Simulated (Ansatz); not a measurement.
## Nudged elastic band run: F$_{4}$HOTi

input.yaml

```yaml
crystal:
  periodic: [false, false, false]
  atoms:
    - { symbol: Ti, position_ang: [-0.073999, -0.289568, 0.493736] }
    - { symbol: F, position_ang: [-0.677909, -1.646303, 1.429892] }
    - { symbol: F, position_ang: [1.653204, -0.136313, 0.341888] }
    - { symbol: F, position_ang: [-0.943443, 1.213652, 0.741049] }
    - { symbol: F, position_ang: [-0.55377, -0.726434, -1.116898] }
    - { symbol: O, position_ang: [0.442967, 0.192975, 2.756954] }
    - { symbol: H, position_ang: [-0.359552, 0.590891, 3.16228] }
magnetization:
  spin_polarized: true
  initial_magnetization: 1
basis:
  gaussian: { orbitals: def2-SVP }
hamiltonian:
  xc: b3lyp
  dispersion: d4
neb:
  order_check: false
  images: 2
  f_tol: 0.05
  max_iterations: 60
  climbing: false
  final_atoms:
    - { symbol: Ti, position_ang: [-0.13126621, -0.21209239, 0.47953696] }
    - { symbol: F, position_ang: [-0.81292765, -1.45442804, 1.52199594] }
    - { symbol: F, position_ang: [1.61144889, -0.12989971, 0.480002] }
    - { symbol: F, position_ang: [-0.99919816, 1.30076739, 0.47406335] }
    - { symbol: F, position_ang: [-0.47248557, -0.8409349, -1.10185209] }
    - { symbol: O, position_ang: [0.3270448, 0.61895455, 2.68351127] }
    - { symbol: H, position_ang: [-0.0351181, -0.08346691, 3.27164358] }
  initial_path:
    images:
      - { positions_ang: [[-0.073999, -0.289568, 0.493736], [-0.677909, -1.646303, 1.429892], [1.653204, -0.136313, 0.341888], [-0.943443, 1.213652, 0.741049], [-0.55377, -0.726434, -1.116898], [0.442967, 0.192975, 2.756954], [-0.359552, 0.590891, 3.16228]] }
      - { positions_ang: [[0.01039849, -0.06785382, 0.17123013], [-0.24183011, -0.58428999, 1.8675258], [1.74430356, -0.12137711, -0.24860642], [-0.73033938, 1.50238105, -0.12031918], [-0.8107536, -1.12174461, -0.83907067], [0.09433576, -0.01841486, 3.32809751], [-0.57861672, -0.38980066, 3.65004383]] }
      - { positions_ang: [[-0.00869058, -0.04202862, 0.16649711], [-0.28683633, -0.52033167, 1.89822712], [1.73038519, -0.11923935, -0.20256842], [-0.74892443, 1.53141951, -0.2093144], [-0.7836588, -1.15991158, -0.83405537], [0.05569503, 0.12357832, 3.3036166], [-0.47047209, -0.61458663, 3.68649836]] }
      - { positions_ang: [[-0.13126621, -0.21209239, 0.47953696], [-0.81292765, -1.45442804, 1.52199594], [1.61144889, -0.12989971, 0.480002], [-0.99919816, 1.30076739, 0.47406335], [-0.47248557, -0.8409349, -1.10185209], [0.3270448, 0.61895455, 2.68351127], [-0.0351181, -0.08346691, 3.27164358]] }
```

Launched with:

```bash
$ ansatz run input.yaml --threads 4 --pin off --max-ram 5120MiB --backend cpu --events-out ev --progress --plain --runs-dir out
```

Output, in part (warnings, iteration lines, the closing report on the highest movable image, with atoms numbered from 0):

```
NEB end point (image 0): max|allowed force component| = 1.286e-2 eV/Å (the criterion of neb.relax_end_points is 1.000e-2)
NEB end point (image 3): max|allowed force component| = 1.600e-2 eV/Å (the criterion of neb.relax_end_points is 1.000e-2)
NEB iter   1: max|band force component| = 1.232e1 eV/Å  barrier→ = 3.0900 eV  barrier← = 3.0901 eV  Δτ_max = 0.1751 Å  (214 SCF iters)
NEB iter   2: max|band force component| = 5.397e0 eV/Å  barrier→ = 1.7059 eV  barrier← = 1.7061 eV  Δτ_max = 0.1536 Å  (96 SCF iters)
NEB iter   3: max|band force component| = 3.869e0 eV/Å  barrier→ = 0.9830 eV  barrier← = 0.9832 eV  Δτ_max = 0.1981 Å  (95 SCF iters)
NEB iter   4: max|band force component| = 2.777e0 eV/Å  barrier→ = 0.7568 eV  barrier← = 0.7570 eV  Δτ_max = 0.1904 Å  (99 SCF iters)
NEB iter   5: max|band force component| = 2.735e0 eV/Å  barrier→ = 0.6991 eV  barrier← = 0.6993 eV  Δτ_max = 0.2000 Å  (160 SCF iters)
NEB iter   6: max|band force component| = 2.242e0 eV/Å  barrier→ = 0.6541 eV  barrier← = 0.6542 eV  Δτ_max = 0.2000 Å  (116 SCF iters)
NEB iter   7: max|band force component| = 1.923e0 eV/Å  barrier→ = 0.4846 eV  barrier← = 0.4847 eV  Δτ_max = 0.2000 Å  (120 SCF iters)
NEB iter   8: max|band force component| = 1.379e0 eV/Å  barrier→ = 0.2913 eV  barrier← = 0.2915 eV  Δτ_max = 0.1989 Å  (103 SCF iters)
NEB iter   9: max|band force component| = 7.789e-1 eV/Å  barrier→ = 0.1030 eV  barrier← = 0.1032 eV  Δτ_max = 0.1969 Å  (104 SCF iters)
NEB iter  10: max|band force component| = 4.180e-1 eV/Å  barrier→ = 0.0440 eV  barrier← = 0.0441 eV  Δτ_max = 0.0448 Å  (106 SCF iters)
NEB iter  11: max|band force component| = 3.065e-1 eV/Å  barrier→ = 0.0194 eV  barrier← = 0.0196 eV  Δτ_max = 0.1263 Å  (99 SCF iters)
NEB iter  12: max|band force component| = 1.917e-1 eV/Å  barrier→ = 0.0070 eV  barrier← = 0.0071 eV  Δτ_max = 0.0423 Å  (101 SCF iters)
NEB iter  13: max|band force component| = 1.011e-1 eV/Å  barrier→ = 0.0037 eV  barrier← = 0.0039 eV  Δτ_max = 0.0270 Å  (120 SCF iters)
NEB iter  14: max|band force component| = 6.654e-2 eV/Å  barrier→ = 0.0027 eV  barrier← = 0.0029 eV  Δτ_max = 0.0263 Å  (116 SCF iters)
NEB iter  15: max|band force component| = 2.258e-2 eV/Å  barrier→ = 0.0020 eV  barrier← = 0.0022 eV  Δτ_max = 0.0000 Å  (221 SCF iters)
Total energy: -36039.14510755 eV, -1324.4141544926 hartree
Atom 0 at    -0.063812    -0.272461     0.487761 Å, force     0.005430    -0.001396     0.002157 eV/Å
Atom 1 at    -0.668346    -1.608856     1.451707 Å, force     0.001008     0.007446     0.007092 eV/Å
Atom 2 at     1.665387    -0.150562     0.345442 Å, force     0.016587    -0.017151     0.005100 eV/Å
Atom 3 at    -0.918632     1.246793     0.686793 Å, force    -0.022446    -0.003021     0.005216 eV/Å
Atom 4 at    -0.543120    -0.751679    -1.110954 Å, force    -0.000767     0.011956    -0.006015 eV/Å
Atom 5 at     0.423353     0.410283     2.714327 Å, force    -0.014649     0.004649    -0.004948 eV/Å
Atom 6 at    -0.407332     0.325381     3.233825 Å, force     0.014837    -0.002483    -0.008602 eV/Å
Dipole moment:    -0.168770     0.096488     0.583567 e Å
```

The run converged. The top lies less than 8 meV above the higher end, about what the thresholds resolve: that end is a shoulder or a very shallow well. No image climbed, so the highest image needn't sit at the top of the path. So few images can step over the top or miss a turn of the path.

Final band:

| image | path coordinate (Å) | energy (eV) |
| --- | --- | --- |
| 0 | 0.00 | 0.000 |
| 1 | 0.36 | 0.002 |
| 2 | 0.73 | 0.000 |
| 3 | 1.09 | 0.000 |

Run time: 110 s on 4 threads of Arm Neoverse V2, with other jobs on the host, peak memory 0.41 GiB.
